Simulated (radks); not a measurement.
Results of a calculation; reference values are marked as such.
Q: The mean radii <r> (bohr) of the occupied orbitals of an atom or ion are listed with their occupations. Level of theory: Dirac Kohn-Sham, PBEsol, spin-unpolarised, spherical densities, point nucleus (a radial shooting solver on a logarithmic mesh with Libxc functionals).

| orbital | occ. | <r> |
|---|---|---|
| 1s1/2 | 2 | 0.05216 |
| 2s1/2 | 2 | 0.2351 |
| 2p1/2 | 2 | 0.2042 |
| 2p3/2 | 4 | 0.2076 |
| 3s1/2 | 2 | 0.7124 |
| 3p1/2 | 2 | 0.7426 |
| 3p3/2 | 4 | 0.7535 |
| 3d3/2 | 4 | 1.039 |
| 3d5/2 | 6 | 1.052 |
| 4s1/2 | 1 | 2.916 |

Name the element and its charge. Open shells, if any, are shared by 2j + 1.

A: Z = 29, copper, charge 0: Cu in [Ar] 3d10 4s1. The 1s radius gives Z: for a bare nucleus <r> = (2 gamma + 1)/(2Z) with gamma = sqrt(1 - (Z/c)^2), 0.05094 bohr for Z = 29, and screening makes it slightly larger (0.05216 here). The occupations add up to 29, and the charge is Z minus that.
